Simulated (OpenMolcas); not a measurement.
Sm2+: CASPT2 settings compared

```json
{
 "Program": "OpenMolcas",
 "Basis": "ANO-RCC-VDZP [7s6p4d2f1g]",
 "Scalar Hamiltonian": "DKH2, point nucleus",
 "Active space": "6 electrons in 7 orbitals (4f)",
 "State averaging": "2S+1 = 7 even, 7 roots; 2S+1 = 5 even, 105 roots kept (CI in the orbitals of an earlier block, 42 in the spin-orbit step); 2S+1 = 3 even, 112 roots kept (CI in the orbitals of an earlier block, 0 in the spin-orbit step); 2S+1 = 1 even, 26 roots kept (CI in the orbitals of an earlier block, 0 in the spin-orbit step)",
 "Spin-orbit coupling": "state interaction with AMFI integrals over the reference wave functions, term energies averaged over their components"
}
```

Methods on the same reference wave functions:
A. CASSCF
B. SS-CASPT2, IPEA 0.75 Eh, sigma2 regulariser 0.2 Eh (closed shells correlated: 5s 5p)
C. XMS-CASPT2, IPEA 0.1 Eh, imaginary shift 0.3 Eh (closed shells correlated: 4d 5s 5p)
D. XMS-CASPT2, IPEA 0.35 Eh, real shift 0.05 Eh (closed shells correlated: 4d 5s 5p)

Energies in cm⁻¹ above 4f⁶ ⁷F₀, the measured ground level; measured values from Martin, Zalubas and Hagan, Atomic Energy Levels: The Rare-Earth Elements, NSRDS-NBS 60 (1978).

```tsv
Level	A	B	C	D	Measured
4f⁶ ⁷F₀	0.0	0.0	0.0	0.0	0.0
4f⁶ ⁷F₁	289	294	297	292	293
4f⁶ ⁷F₂	832	845	854	841	814
4f⁶ ⁷F₃	1568	1589	1604	1583	1493
4f⁶ ⁷F₄	2422	2450	2460	2440	2278
4f⁶ ⁷F₅	3316	3340	3360	3340	3132
4f⁶ ⁷F₆	4182	4200	4210	4200	4027
4f⁶ ⁵D₀	20352	19590	19050	19800	
4f⁶ ⁵D₁	21094	20320	19780	20530	
4f⁶ ⁵D₂	22606	21830	21280	22040	
4f⁶ ⁵D₃	24933	24150	23590	24360
```

Deviations, from unrounded energies. A percentage is the sum of absolute deviations over the sum of measured energies, with the sign that they share, or ± where signs differ.

```tsv
Against measurement	Levels	A	B	C	D
mean absolute deviation (cm-1)	6	97	110	120	110
fine structure of the ground term (%)	6	±4.8	+5.7	+6.2	±5.4
```

A lies closest to measurement on these levels and C furthest from it. The largest miss of A in the table is 4f⁶ ⁷F₅, by +180 cm-1. The ranking rests on the paired levels alone, and a cruder setting can come out closer through cancelling errors.

Among B to D the level of the table that moves most is 4f⁶ ⁵D₃, by 770 cm-1 (lowest in C, highest in D). Moves below CASPT2's spread within the term are not significant.

The mean deviations of B to D differ by less than CASPT2's widest spread within a term (460 cm-1), so their order carries little weight.

The lowest spin-free term lies below A's lowest term by 0.385 hartree in B, 0.752 hartree in C, 0.737 hartree in D.

CASPT2 breaks the degeneracy within a term, and the mean is taken; among the terms shown or strongly mixed into the levels shown the widest spread is 460 cm-1 (4f⁶ ⁵D, D). High states are left out of the spin-orbit mixing, which shifts the levels that they would mix with. Terms from blocks run as CI alone lack orbitals of their own. Without dynamic correlation excited terms often stand tens of per cent too high (terms of higher spin than the ground term too low), and those without a measured partner can miss by more than the paired ones (holds for A). Computed and measured levels are paired by configuration, term and J; levels that our copy of the source lacks, or whose pairing is in doubt (as where it misses far off the trend of its configuration), stay unpaired and out of the deviations. Levels of configurations outside the active space are missing. Levels that lie high or do not pair safely by name in every column are left out.
